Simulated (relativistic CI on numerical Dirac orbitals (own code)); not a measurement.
# Hyperfine structure of Au63+, mass number 197

Method of calculation: Dirac-Coulomb-Breit CI, separate exchange-only KLI orbitals for each configuration, model QED (radiative potential, 1s self-energy scaled to tabulated hydrogen-like ionisation energies), unscaled Slater integrals (own radial code, finite nucleus).

Configuration list (outside the closed core [Ne]): 3s2 3p4, 3s2 3p3 3d, 3s 3p5, 3p6, 3s 3p4 3d, 3s 3p3 3d2, 3p5 3d, 3s2 3p2 3d 4p, 3s 3p3 3d 4s, 3s2 3p3 4s, 3p5 4s, 3p5 4p, 3s2 3p2 3d2, 3s2 3p 3d3, 3s 3p2 3d3, 3s2 3p 3d2 4s, 3p4 3d2, 3p3 3d3, 3p3 3d2 4s, 3s2 3p2 3d 4s, 3s 3p2 3d2 4s, 3s2 3p 3d 4s2. Double excitations out of closed p, d and f shells are left out; levels of such configurations are missing from the list, as are those of other unlisted configurations, and high levels can miss mixing partners.

Nuclear spin I = 3/2, μ = 0.1452 μN, Q = 0.547 b (tables of Stone and Pyykkö). The electronic factors are computed for point nuclear moments, without core polarisation or the Bohr-Weisskopf and QED corrections.

```csv
Level,E (Ry),A (MHz),B (MHz)
3s2 3p4 3P_2,0.0000,26000,17700
3s2 3p3 3d 3F°_4,27.0839,13160,335000
3s2 3p4 3P_1,35.1026,-31530,-150000
3s2 3p4 1D_2,35.8639,84350,-318000
```

Levels with J = 0, under 50 % of one LS term, or S terms without an open s electron are left out. Small factors come from cancelling terms and can be off by tens of per cent or more.

At this charge energies of transitions that change n are usually good to better than 1 %, and those within a shell (Δn = 0) to a few per cent.

(1) Give the hyperfine levels of 3s2 3p3 3d 3F°_4 relative to its centre of gravity.

## Answers

(1) With K = F(F + 1) − I(I + 1) − J(J + 1), E = AK/2 + B[¾K(K + 1) − I(I + 1)J(J + 1)]/[2I(2I − 1)J(2J − 1)]: F = 5/2: 65900, F = 7/2: -118500, F = 9/2: -140100, F = 11/2: 162700 MHz.

LS names give the leading component of a level, which can be under half, so a name can repeat, a term be missing and a line seem to break the LS rules.
